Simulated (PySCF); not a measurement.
Molecule: SMILES NC(=O)C(F)(F)F, C$_{2}$H$_{2}$F$_{3}$NO.

Cartesian coordinates in Å; atom numbers follow the order of the lines, from 1:
```xyz
9

N     1.2053   -0.6461   -0.1666
C     0.4827    0.4500    0.1375
O     0.9176    1.5186    0.4866
C    -1.0446    0.2414    0.0482
F    -1.6091    1.2366   -0.6138
F    -1.5635    0.1942    1.2695
F    -1.3593   -0.9069   -0.5747
H     2.2138   -0.5844   -0.1107
H     0.7707   -1.4969   -0.4940
```

Geometry PBE0-D3(BJ)/def2-SVP throughout; GIAO in PySCF, gas phase, one conformer, non-relativistic; equivalent atoms averaged; basis pcSseg-2.

For orientation, LC-wPBE gives these absolute shieldings σ: N1 158.2, C2 14.5, C4 59.4, O3 -73.4, F5/F6/F7 268.7, H9 25.44, H8 26.46 ppm.

A run gave: N1 152.0, C2 17.2, C4 58.4, O3 -76.1, F5/F6/F7 263.7, H9 25.36, H8 26.45 ppm (absolute shieldings σ).

**Question.** Which functional was used in that run?
A. HF
B. WP04
C. BP86
D. mPW1PW91

**Answer.** D. C4 tells them apart best: mPW1PW91 gives 58.4, BP86 gives 49.5, WP04 gives 43.1, HF gives 83.3 ppm.
